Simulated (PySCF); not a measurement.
**Computed NMR parameters against published values**

Cartesian coordinates in Å; atom numbers follow the order of the lines, from 1:
```xyz
12

N     3.623   -0.535   -0.145
C     2.477   -0.449   -0.109
C     1.049   -0.287   -0.057
C     0.517    0.990    0.095
C    -0.860    1.117    0.142
C    -1.637   -0.024    0.036
C    -1.002   -1.250   -0.113
N     0.314   -1.394   -0.160
H     1.174    1.846    0.173
H    -1.316    2.092    0.259
H    -2.718    0.029    0.068
H    -1.582   -2.164   -0.198
```

No relativistic terms, one conformer, no solvent model. PBE0-D3(BJ)/def2-TZVP geometry; B97-2/pcSseg-2 with gauge-including orbitals; PySCF.

Reference values: estimated from measurements, as parent shift plus tabulated substituent increment (solution, not stated per compound (mostly CDCl3 or CCl4); Pretsch, Buehlmann, Badertscher, Structure Determination of Organic Compounds, 4th ed. (2009)).
| atoms | quantity | reference | computed | computed, scaled |
| --- | --- | --- | --- | --- |
| C7 | δ 13C | 151.2 | 158.6 | 151.0 |
| C5 | δ 13C | 137.0 | 142.6 | 135.6 |
| C3 | δ 13C | 134.0 | 143.3 | 136.2 |
| C4 | δ 13C | 128.5 | 135.9 | 129.1 |
| C6 | δ 13C | 126.9 | 131.2 | 124.5 |
| H12 | δ 1H | 8.74 | 9.01 | 8.59 |
| H10 | δ 1H | 7.88 | 7.92 | 7.57 |
| H9 | δ 1H | 7.77 | 7.84 | 7.50 |
| H11 | δ 1H | 7.60 | 7.53 | 7.20 |

Computed shifts are σ(ref) − σ with the named reference compound (TMS for H and C) calculated as an isolated molecule at the same level. The measured values may be among those fitted. Empirical linear scaling, fitted to shifts measured mostly in CDCl3 for H and C (δ vs TMS): 13C: δ = 176.83 − 0.965σ (rms 2.0 ppm, 507 shifts, 2.1 ppm with the 1 outlier that the fit left out); 1H: δ = 29.81 − 0.938σ (rms 0.14 ppm, 293 shifts, 0.16 ppm with the 4 outliers that the fit left out). A few per cent of atoms miss by over 2 rms, more outside the fitted compound classes.

(1) How far are the unscaled 13C shifts from the references?

(2) How far are the unscaled 1H shifts from the references?

## Answers

(1) Mean signed difference +6.80 ppm, mean absolute 6.80 ppm over 5 comparisons; the largest is +9.3 ppm at C3 (substituted aromatic carbon next to a ring nitrogen).

(2) Mean signed difference +0.08 ppm, mean absolute 0.11 ppm over 4 comparisons; the largest is +0.27 ppm at H12 (hydrogen on an aromatic CH next to a ring nitrogen).
